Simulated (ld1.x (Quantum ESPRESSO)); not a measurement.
Al (Z = 13): excitation energies, all-electron against TM

* Element: aluminium (Al)
* Generator: ld1.x (Quantum ESPRESSO) 7.5
* Type: norm-conserving Troullier–Martins (Kleinman–Bylander form)
* Functional: LDA (PZ)
* Relativity: scalar-relativistic
* Frozen core: [Ne]
* Valence charge: 3
* Reference configuration: 3s2 3p1
* Partial waves: 3s (bound): rc 1.70 bohr; 3p (bound): rc 1.75 bohr; 3d channel at 0.05 Ry: rc 1.75 bohr
* Local potential: the d channel
* Core correction: none

Energies are relative to the spin-unpolarised reference configuration 3s2 3p1; without spin polarisation the order of configurations can differ from experiment. Spin-polarised rows fill each open shell by Hund’s rule, majority spin first.

```tsv
valence configuration	charge	ΔE all-electron (eV)	error AE − PS (meV)
3s2 3p0	+1	5.847	+5.0
3s1 3p0	+2	25.224	+99
3s2 3p0.5	+0.5	2.125	+0.7
3s1 3p2	0	5.155	+9.1
3s1 3p1	+1	11.666	+26
3s2 3p1.3	-0.3	-0.598	+0.1
3s0 3p3	0	10.505	+40
3s2 3p1 (spin-polarised)	0	-0.136	+6.4
```

Problem. What are ΔE and the potential's error for 3s1 3p0 (spin-polarised)?

Solution. ΔE = 24.797 eV all-electron; the error (AE − PS) is +234 meV.

Levels in the configuration 3s0 3p3:

```
level  all-electron (eV)  pseudo (eV)
   3p             -3.945       -3.932
```
